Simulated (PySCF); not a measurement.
**Mass spectrum arithmetic for `BOBc1cccs1`**

Species: `BOBc1cccs1`.

All values are calculated from tables of isotopes.

(1) What are the average molar mass and the monoisotopic mass?

(2) Work out the cluster of the molecular ion M+•, one line a nominal mass.

(3) Protons, neutrons, electrons, and exact less nominal mass of the monoisotopic species?

(4) Which m/z would the protonated, sodiated and deprotonated molecule have?

(5) What resolving power m/Δm just matches the spacing of the species with one 33S and with one 13C?

(6) What share of all molecules is the monoisotopic species?

(7) Elemental analysis, calculated?

Results:

(1) For C4H6B2OS, with standard atomic weights, 2 × 10.810 + 1 × 15.999 + 4 × 12.011 + 1 × 32.060 + 6 × 1.008 = 123.771 g/mol. From the most abundant isotopes (11B, 16O, 12C, 32S, 1H), 2 × 11.009305 + 1 × 15.994915 + 4 × 12.000000 + 1 × 31.972071 + 6 × 1.007825 = 124.0325 u.

(2) 
| nominal mass | m/z (centroid) | relative intensity |
| --- | --- | --- |
| 122 | 122.0393 | 6.0 |
| 123 | 123.0357 | 48.6 |
| 124 | 124.0322 | 100.0 |
| 125 | 125.0339 | 7.4 |
| 126 | 126.0285 | 4.8 |
| 127 | 127.0317 | 0.2 |

Lines under 0.1 % of the tallest are left out. One electron mass, 0.00055 u, is taken off. Abundances used (%; other tables differ somewhat): 10B 19.9, 11B 80.1; 16O 99.757, 17O 0.038, 18O 0.205; 12C 98.93, 13C 1.07; 32S 94.93, 33S 0.76, 34S 4.29, 36S 0.02; 1H 99.9885, 2H 0.0115.

(3) 64 protons, 60 neutrons and 64 electrons; 124.0325 − 124 = +0.0325 u.

(4) [M+H]+ 125.0398, [M+Na]+ 147.0218, [M−H]− 123.0253, for the monoisotopic species (arithmetic only; whether such ions form is another matter).

(5) They lie 0.00397 u apart at mass 125.03, so m/Δm is about 32000.

(6) 0.801^2 × 0.99757 × 0.9893^4 × 0.9493 × 0.999885^6 = 58.16 %.

(7) B 17.47 %, O 12.93 %, C 38.82 %, S 25.90 %, H 4.89 %.
